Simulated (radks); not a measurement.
Effect of the nuclear size on neutral mercury, [Hg]. Calculated with a radial shooting solver on a logarithmic mesh with Libxc functionals: Dirac Kohn-Sham, LDA (Slater exchange, Perdew-Wang correlation), spin-unpolarised, spherical densities, finite nucleus; Fermi nuclear charge, rms radius 5.4648 fm. The rms radius is varied about that value; shifts are against it.

rms radius (fm),total energy shift (eV),density at nucleus (e/bohr^3),1s1/2 shift (meV),2s1/2 shift (meV),4p1/2 shift (meV),5s1/2 shift (meV),5p1/2 shift (meV),6s1/2 shift (meV),6p1/2 (empty) shift (meV)
4.9019,-20.9,2.42e+06,-8360,-1250,-1.16,-14.1,0.381,-0.937,0.292
5.1806,-10.7,2.366e+06,-4290,-639,-0.594,-7.25,0.195,-0.481,0.150
5.4648,0,2.314e+06,0.000,0.000,0.000,0.000,0.000,0.000,0.000
5.7271,10.2,2.27e+06,4080,607,0.568,6.89,-0.185,0.457,-0.142
6.5468,43.8,2.148e+06,17500,2610,2.46,29.6,-0.791,1.96,-0.611

Slopes of the eigenvalues against <r^2> in GHz/fm^2, as finite differences over the two radii next to the reference (eigenvalue slopes, not the field-shift constants of lines): 1s1/2 339000, 2s1/2 50500, 4p1/2 47.1, 5s1/2 573, 5p1/2 -15.4, 6s1/2 38.0, 6p1/2 (empty) -11.8.
